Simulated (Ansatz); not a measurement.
`CC(C)CB(Cl)Cl` + H₂ → `ClBCl` + `CC(C)C` at 700 K and 1 bar (hydrogenolysis of a B–C bond).

Computed with Ansatz on PBE0-D4/def2-TZVP structures; ΔE is electronic, products minus reactants. CCSD(T)/CBS is the MP2 limit (def2-TZVPP, def2-QZVPP) plus CCSD(T) − MP2 in def2-TZVPP, frozen cores. This one scheme is used for every species. Each species was taken in one conformer, which may not be the lowest.

| species | CCSD(T)/CBS energy (Eh) | H − E (kJ/mol) | S (J/(mol·K)) |
| --- | --- | --- | --- |
| `CC(C)CB(Cl)Cl` | -1102.08625 | 442.2 | 561.0 |
| H₂ | -1.17544 | 46.8 | 155.3 |
| `ClBCl` | -945.02167 | 75.0 | 318.4 |
| `CC(C)C` | -158.24397 | 420.1 | 408.8 |

H − E and S are ideal-gas, rigid-rotor, harmonic terms from PBE0-D4/def2-TZVP, for one conformer and one mirror image of each species. The MP2-based limit puts H₂ 0.8 mEh under its directly extrapolated value; such offsets cancel only in part. 1 Eh = 2625.50 kJ/mol, R = 8.31446 J/(mol·K).

Problem. By hand: ΔE, ΔH, ΔS and ΔG.

Solution. ΔE = (-945.02167) + (-158.24397) − (-1102.08625) − (-1.17544) = -0.00395 Eh = -10.4 kJ/mol. Δ(H − E) = 75.0 + 420.1 − 442.2 − 46.8 = 6.1, so ΔH = -4.3 kJ/mol. ΔS = 318.4 + 408.8 − 561.0 − 155.3 = 10.9 J/(mol·K). ΔG = -4.3 − 700 × (10.9)/1000 = -11.9 kJ/mol.

Problem. By hand: the equilibrium constant, and the temperature at which ΔG would vanish if ΔH and ΔS stayed fixed.

Solution. log₁₀ K = −ΔG/(RT ln 10) = 0.9. ΔH and −TΔS have one sign here, so there is no such temperature. One of them is within its doubt of zero, so this could turn.

TΔS isn't small against ΔH here. A doubt of 5 kJ/mol in ΔE shifts log₁₀ K by 0.4 here. Other conformers and mirror images would add mixing entropy, several J/(mol·K) or more a flexible species. Modes under 60 cm⁻¹, often nearly free rotors, make the harmonic entropy too high. These are equilibria of isolated gas molecules and say nothing of rates. Largest T1 diagnostic: 0.012 (customary marks: 0.02 for closed shells, 0.045 for open ones).
